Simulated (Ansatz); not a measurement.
`C[SiH]1SS1` → `[CH2]` (triplet) + `[SiH2]1SS1` at 700 K and 1 bar (formal loss of a carbene).

Computed with Ansatz on PBE0-D4/def2-TZVP structures; ΔE is electronic, products minus reactants. CBS: MP2 limit from def2 TZ/QZ plus the TZ coupled-cluster correction, frozen cores. This one scheme is used for every species. Triplets are unrestricted, without spin–orbit coupling.

```
          species  CCSD(T)/CBS energy (Eh)  H − E (kJ/mol)  S (J/(mol·K))
     `C[SiH]1SS1`              -1125.13339           192.5          418.7
`[CH2]` (triplet)                -39.09499            70.4          226.8
     `[SiH2]1SS1`              -1085.85175            97.4          344.5
```

H − E and S are ideal-gas, rigid-rotor, harmonic terms from PBE0-D4/def2-TZVP, with the whole ground term of open shells counted as degenerate. 1 Eh = 2625.50 kJ/mol, R = 8.31446 J/(mol·K).

Task: By hand: ΔE, ΔH, ΔS and ΔG.

Result: ΔE = (-39.09499) + (-1085.85175) − (-1125.13339) = 0.18665 Eh = 490.0 kJ/mol. Δ(H − E) = 70.4 + 97.4 − 192.5 = -24.7, so ΔH = 465.3 kJ/mol. ΔS = 226.8 + 344.5 − 418.7 = 152.6 J/(mol·K). ΔG = 465.3 − 700 × (152.6)/1000 = 358.5 kJ/mol.

Task: By hand: the equilibrium constant, and the temperature at which ΔG would vanish if ΔH and ΔS stayed fixed.

Result: log₁₀ K = −ΔG/(RT ln 10) = -26.8. ΔG = 0 at ΔH/ΔS = 3049 K, far beyond where these terms or the molecules hold.

The number of gas molecules changes by +1, which sets the sign of ΔS. A doubt of 5 kJ/mol in ΔE shifts log₁₀ K by 0.4 here. A triplet takes part, so the spin changes. These are equilibria of isolated gas molecules and say nothing of rates. Largest T1 diagnostic: 0.013 (customary marks: 0.02 for closed shells, 0.045 for open ones).
